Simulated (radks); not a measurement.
Results of a calculation; reference values are marked as such.
Initial-state core-level shifts of the holmium ion Ho3+ when its valence configuration changes from [Xe] 4f10. Level of theory: scalar-relativistic Kohn-Sham, r2SCAN, spin-unpolarised, spherical densities, finite nucleus; meta-GGA in the generalised Kohn-Sham scheme; Fermi nuclear charge, rms radius 5.2022 fm (a radial shooting solver on a logarithmic mesh with Libxc functionals). Shifts are changes of the shell-averaged eigenvalues in eV (positive: less bound); the change of the density at the nucleus, which sets a Mossbauer isomer shift, is in e/bohr^3, on a base of 8.47e+05.

| valence | 2s | 3d | 4s | 4p | density at nucleus |
|---|---|---|---|---|---|
| 4f9 6s1 | -12.285 | -13.155 | -12.589 | -12.364 | +119.91 |
| 4f9 6p1 | -13.519 | -14.386 | -13.820 | -13.595 | +49.97 |
| 4f9 5d1 | -8.719 | -9.653 | -9.124 | -8.892 | +39.14 |
| 4f8 5d1 6p1 | -23.245 | -25.207 | -23.817 | -23.303 | +94.41 |
| 4f9.5 5d0.5 | -4.249 | -4.698 | -4.465 | -4.355 | +18.95 |
| 4f9.5 6s0.5 | -5.987 | -6.404 | -6.157 | -6.052 | +57.51 |
| 4f8 6p2 | -28.245 | -30.130 | -28.662 | -28.151 | +107.52 |
| 4f8.5 5d0.5 6p1 | -18.286 | -19.682 | -18.740 | -18.377 | +71.60 |
| 4f8.5 5d0.5 6s1 | -17.057 | -18.454 | -17.513 | -17.150 | +144.42 |
